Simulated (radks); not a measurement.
These are the eigenvalues of the occupied orbitals of an atom or ion with whole-number occupations (hartree). All-electron calculation, non-relativistic Kohn-Sham, LDA (Slater exchange, Perdew-Wang correlation), spin-polarised, spherical densities, point nucleus. Program: a radial shooting solver on a logarithmic mesh with Libxc functionals.

orbital  eigenvalue
1s up     -61.87677
1s down   -61.63669
2s up      -9.32536
2s down    -8.90005
2p up      -8.13453

Which element is it, and in what charge state? The configuration may be excited. Open shells, if any, are filled with parallel spins first.

Answer. Z = 13, aluminium, charge +6: Al6+ in [He] 2s2 2p3. The list shows which subshells hold electrons but not how many an open one holds; the 1s level, -61.877 hartree, gives Z - s = 11.1 by -(Z - s)^2/2, which with screening narrows Z to a few neighbours, and the depths of the outer levels then fix element, charge and occupations together.
